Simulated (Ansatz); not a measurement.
`[CH3][SnH3]` → `[CH2]` (triplet) + `[SnH4]` at 500 K and 1 bar (formal loss of a carbene).

Calculated with Ansatz (gas phase, PBE0-D4/def2-TZVP geometries, no zero-point term in ΔE). CCSD(T)/CBS is the MP2 limit (def2-TZVPP, def2-QZVPP) plus CCSD(T) − MP2 in def2-TZVPP, frozen cores. This one scheme is used for every species. Triplets are unrestricted, without spin–orbit coupling. Elements past krypton have def2 core potentials. For Sn outer-core shells are correlated without core-valence functions, which leaves a few kJ/mol of doubt a bond.

| species | CCSD(T)/CBS energy (Eh) | H − E (kJ/mol) | S (J/(mol·K)) |
| --- | --- | --- | --- |
| `[CH3][SnH3]` | -255.66383 | 180.3 | 330.7 |
| `[CH2]` (triplet) | -39.09499 | 62.7 | 213.9 |
| `[SnH4]` | -216.39156 | 91.5 | 258.6 |

H − E and S are ideal-gas, rigid-rotor, harmonic terms from PBE0-D4/def2-TZVP, with the whole ground term of open shells counted as degenerate. 1 Eh = 2625.50 kJ/mol, R = 8.31446 J/(mol·K).

Q: By hand: ΔE, ΔH, ΔS and ΔG.

A: ΔE = (-39.09499) + (-216.39156) − (-255.66383) = 0.17728 Eh = 465.4 kJ/mol. Δ(H − E) = 62.7 + 91.5 − 180.3 = -26.1, so ΔH = 439.3 kJ/mol. ΔS = 213.9 + 258.6 − 330.7 = 141.8 J/(mol·K). ΔG = 439.3 − 500 × (141.8)/1000 = 368.4 kJ/mol.

Q: By hand: the equilibrium constant, and the temperature at which ΔG would vanish if ΔH and ΔS stayed fixed.

A: log₁₀ K = −ΔG/(RT ln 10) = -38.5. ΔG = 0 at ΔH/ΔS = 3098 K, far beyond where these terms or the molecules hold.

The number of gas molecules changes by +1, which sets the sign of ΔS. A doubt of 5 kJ/mol in ΔE shifts log₁₀ K by 0.5 here. A triplet takes part, so the spin changes. These are equilibria of isolated gas molecules and say nothing of rates. Largest T1 diagnostic: 0.013 (customary marks: 0.02 for closed shells, 0.045 for open ones).
